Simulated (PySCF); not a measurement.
## Correlation energy of Be (beryllium, neutral)

[He] 2s1 3d1, high-spin 3D determinant (an excited configuration). Computed with PySCF 2.14 in aug-cc-pVQZ, with no relativity, point nucleus. Frozen: 1s2; 2 electrons correlated.

Total MP2 correlation energy: -3.95 mhartree.

Same-spin part -3.95 and opposite-spin part 0.00 mhartree; SCS-MP2 scales them by 1/3 and 6/5 to -1.32 mhartree.
